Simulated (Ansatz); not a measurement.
**Ligand exchange: SnH2(CH3)2 + Ti(CH3)3F → SnH2(CH3)F + Ti(CH3)4**

Species: SnH2(CH3)2, singlet; Ti(CH3)3F, singlet; SnH2(CH3)F, singlet; Ti(CH3)4, singlet. The partners trade CH3 for F: Sn–CH3 and Ti–F bonds give way to Sn–F and Ti–CH3.

Shapes, held fixed at every level: PBE0-D4/def2-TZVP. Programs: Ansatz 0.2.0. Electronic energies: no zero-point or thermal term.

```
              level                    kind  ΔE (kJ/mol)  less CCSD(T)/def2-TZVPP
  PBE-D4/def2-TZVPP                     GGA       +153.0                     -6.6
B3LYP-D4/def2-TZVPP           global hybrid       +149.2                    -10.4
BHLYP-D4/def2-TZVPP           global hybrid       +151.0                     -8.6
 PBE0-D4/def2-TZVPP           global hybrid       +153.6                     -6.0
 wB97M-V/def2-TZVPP  range-separated hybrid       +153.0                     -6.6
   CCSD(T)/def2-SVP   coupled cluster or CI       +166.5                     +6.9
    CCSD/def2-TZVPP   coupled cluster or CI       +159.7                     +0.1
 CCSD(T)/def2-TZVPP   coupled cluster or CI       +159.6                      0.0
```

The highest level, CCSD(T)/def2-TZVPP, gives ΔE = +159.6 kJ/mol; the levels span +149.2 to +166.5. The column of differences is taken from that level and isn't an error. No measured value is set beside it here. For atoms past krypton def2 sets carry core potentials with scalar relativity. Outer-core shells of Sn, Ti are correlated, in sets that cover them unevenly.
